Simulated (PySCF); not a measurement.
C₃H₇BSi.
Atom-mapped SMILES: `[BH2:1][SiH2:2][CH:3]=[C:4]=[CH2:5]` (hydrogens: H6, H7 on B1; H8, H9 on Si2; H10 on C3; H11, H12 on C5)

A GFN2-xTB structure with every atom displaced at random (by about 0.01 Å) was refined with PySCF 2.14.0, PBE0-D3(BJ)/def2-SVP geometry optimisation, gas phase. Values at the start:

```tsv
coordinate	start
B1–Si2	1.931 Å
B1–H6	1.173 Å
Si2–C3	1.892 Å
Si2–H8	1.458 Å
C3=C4	1.338 Å
C3–H10	1.093 Å
C4=C5	1.265 Å
C5–H11	1.092 Å
B1–Si2–C3	105.0°
Si2–C3–C4	124.5°
C3–C4–C5	174.5°
B1–Si2–C3–C4	-76°
```

How do these coordinates change at the PBE0-D3(BJ)/def2-SVP level?

| coordinate | PBE0-D3(BJ)/def2-SVP (Å or °) | change |
| --- | --- | --- |
| B1–Si2 | 2.011 | +0.080 |
| C4=C5 | 1.308 | +0.043 |
| Si2–H8 | 1.498 | +0.040 |
| B1–H6 | 1.210 | +0.037 |
| C3=C4 | 1.310 | -0.028 |
| C3–H10 | 1.099 | +0.006 |
| Si2–C3 | 1.888 | -0.004 |
| C5–H11 | 1.095 | +0.003 |
| B1–Si2–C3 | 101.3 | -3.7 |
| C3–C4–C5 | 178.1 | +3.6 |
| Si2–C3–C4 | 122.4 | -2.1 |
| B1–Si2–C3–C4 | -100 | -24 |

The energy falls by 0.274 eV over 15 energy and gradient evaluations, the largest force component goes from 0.0804 to 3.4e-04 Eh/bohr, and the atoms move by 0.331 Å rms after alignment. The bond that changes most is B1–Si2 (three-coordinate boron to SiH2 silicon), which lengthens by 0.080 Å. Bonds longer at the end by more than 0.005 Å: 8 of 11; shorter: 1. Among the dihedrals that turn most is H9–Si2–C3–H10, from -132° to -162°. Rotational constants go from 7935, 2096, 1853 to 8488, 1949, 1812 MHz.

The run used 109 basis functions and 101 SCF cycles in all. Time: 56 s wall; peak memory 0.45 GiB. Hardware: Arm Neoverse V1, one thread, shared host with 64 logical CPUs at a one-minute load of 32.

No frequency check. The numbers are those of one conformer.
